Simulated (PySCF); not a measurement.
Molecule: `InChI=1S/C5H3FO2/c6-5-3-4(7)1-2-8-5/h1-3H`.

Cartesian coordinates in Å; atom numbers follow the order of the lines, from 1:
```xyz
11

O    -1.0268    2.2581    0.1579
C    -0.5305    1.1543    0.0802
C    -1.3069   -0.0910    0.0078
C    -0.7071   -1.2834   -0.0778
O     0.6318   -1.4517   -0.1055
C     1.3720   -0.3449   -0.0421
F     2.6687   -0.6456   -0.0786
C     0.9149    0.9086    0.0464
H    -2.3810   -0.0141    0.0257
H    -1.2238   -2.2304   -0.1333
H     1.5939    1.7428    0.0934
```

Frames of a GFN2-xTB Langevin trajectory at 200 K; GIAO PBE0/pcSseg-1 shieldings in PySCF 2.14, gas phase, non-relativistic; equivalent atoms averaged within each frame.

References, each an isolated molecule treated in the same way: $^{17}$O (σref 336.08) against H2O; $^{13}$C (σref 186.93) and $^{1}$H (σref 31.72) vs TMS; $^{19}$F (σref 170.95) vs CFCl3. The references are static minima.

Question: How do the shifts (ppm) fluctuate along the trajectory?

Answer: 
| time (fs) | O1 | O5 | C6 | C2 | C4 | C3 | C8 | F7 | H10 | H9 |
| --- | --- | --- | --- | --- | --- | --- | --- | --- | --- | --- |
| 250 | 536.7 | 226.2 | 175.5 | 174.3 | 156.1 | 130.0 | 107.0 | -78.4 | 7.32 | 6.56 |
| 425 | 567.9 | 226.3 | 175.9 | 179.2 | 156.5 | 128.1 | 99.1 | -76.6 | 6.89 | 6.36 |
| 625 | 585.9 | 240.1 | 173.5 | 182.4 | 164.7 | 125.2 | 106.0 | -79.5 | 8.65 | 6.49 |
| 800 | 540.3 | 235.4 | 177.2 | 173.2 | 154.4 | 126.1 | 106.8 | -81.7 | 8.34 | 6.15 |
| 1000 | 595.3 | 227.7 | 178.7 | 186.5 | 159.2 | 130.5 | 113.1 | -73.2 | 7.89 | 7.34 |
| mean of frames | 565.2 | 231.1 | 176.1 | 179.1 | 158.2 | 128.0 | 106.4 | -77.9 | 7.82 | 6.58 |
| standard deviation | 26.3 | 6.3 | 1.9 | 5.6 | 4.0 | 2.3 | 4.9 | 3.2 | 0.72 | 0.45 |

5 frames give an uncertainty of the mean of about the standard deviation over 2.2 at best, since frames this close in time may not be independent; classical motion lacks zero-point vibration, and the reference would need the same averaging.
